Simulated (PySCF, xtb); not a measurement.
CH4FNOSi2, SMILES F[Si@H]1N=CO[SiH2]1.

Geometry optimised at r2SCAN-D4/def2-SVP. The structure was generated by enumeration; whether it is a known compound was not checked.

Level of theory: C-PCM-M06-2X/def2-SVP in PySCF.

The values are the electrostatic part of the solvation free energy, E(continuum) − E(gas) at the gas-phase geometry, in a cavity of scaled van der Waals radii (PySCF's table); cavitation and dispersion terms are not included. In vacuum the orbital gap is 8.60 eV. The dipole moment in vacuum is 2.18 D.

Computed values in water (ε = 78.36), benzene (ε = 2.27), tetrahydrofuran (ε = 7.43):
```tsv
solvent	ε	ΔG(elec) (kcal/mol)	dipole (D)	gap (eV)
water	78.36	-5.2	2.82	8.70
benzene	2.27	-2.8	2.50	8.66
tetrahydrofuran	7.43	-4.5	2.72	8.69
```

For comparison, GFN2-xTB/ALPB(water) (xtb, at the GFN2-xTB geometry, all terms of that model) gives -1.1 kcal/mol.
